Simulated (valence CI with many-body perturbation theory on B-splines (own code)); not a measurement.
From CI to CI+MBPT in Eu XXIV

Calculated by relativistic CI+MBPT: four valence electrons over a frozen Dirac-Fock core [Kr], a basis of 9 s, 9 p, 10 d, 8 f, 5 g, 3 h, 1 i functions for each j, with the one-electron correlation potential Σ1 (screened to all orders), the two-electron term Σ2, the three-electron term Σ3, Breit, model QED; selected single and double excitations, second order for the rest (own B-spline code, finite nucleus).

No measured spectrum was set against this ion. As an estimate, terms of the open shell hold to 2 to 4 % of their energy, and close levels can change places. Only levels of the ground parity were solved; by the run's estimate the other parity begins above the list, which can be wrong where configurations are misplaced.

Each rung adds one term. CI alone is the Dirac-Coulomb CI over the frozen core; QED comes last and gives the full result, which names the levels. Energies are above (4d3/2^4) J=0 on the same rung, in cm⁻¹.

Levels are named by their leading jj configuration (3d3/2^4 stands for four electrons in 3d with j = 3/2), which in mixed levels can hold well under half, so a name can repeat and another be missing. Letters in brackets count levels of one name in rising energy.

```tsv
Level	CI alone	+ Σ1	+ Σ2	+ Σ3	+ Breit	Full
(4d3/2^3 4d5/2) J=1	35921	36387	36396	37024	35696	35848
(4d3/2^3 4d5/2) J=2	57862	58505	58048	58554	56653	56856
(4d3/2^3 4d5/2) J=4	68656	69197	67249	66982	65173	65332
(4d3/2^3 4d5/2) J=3	69422	70084	69045	69169	67176	67379
(4d3/2^2 4d5/2^2) J=0 [a]	96962	97844	98535	98463	96060	96345
(4d3/2^2 4d5/2^2) J=4 [a]	104288	105242	103388	103623	100670	100970
(4d3/2^2 4d5/2^2) J=3 [a]	112135	113014	110593	110171	107644	107916
(4d3/2^2 4d5/2^2) J=2 [a]	111238	112032	110605	110306	108086	108334
(4d3/2^2 4d5/2^2) J=5	123118	124101	120315	120036	116917	117212
(4d3/2^2 4d5/2^2) J=1	123900	124879	124348	124169	121455	121761
(4d3/2^2 4d5/2^2) J=6	131851	132871	128247	127957	124505	124805
(4d3/2^2 4d5/2^2) J=4 [b]	140156	141169	137750	136563	133439	133744
(4d3/2^2 4d5/2^2) J=2 [b]	141167	142156	139688	138904	136012	136316
(4d3/2^2 4d5/2^2) J=3 [b]	142877	143818	140208	139088	136317	136603
(4d3/2 4d5/2^3) J=4 [a]	159235	160549	158835	158627	154774	155185
(4d3/2^2 4d5/2^2) J=2 [c]	164929	165974	166279	165404	162500	162825
(4d3/2 4d5/2^3) J=3 [a]	170962	172334	171130	170578	166687	167123
(4d3/2 4d5/2^3) J=5	183497	184961	181969	181350	176851	177306
(4d3/2 4d5/2^3) J=1 [a]	182632	183994	182882	181734	177972	178408
```

How does the ionisation energy move along the ladder, and which term matters most?

CI alone 752.11, + Σ1 754.57, + Σ2 756.68, + Σ3 756.74, + Breit 756.39, + QED 756.44 eV. The largest step is Σ1, 2.46 eV. NIST lists 755 ± 4 eV (theoretical).
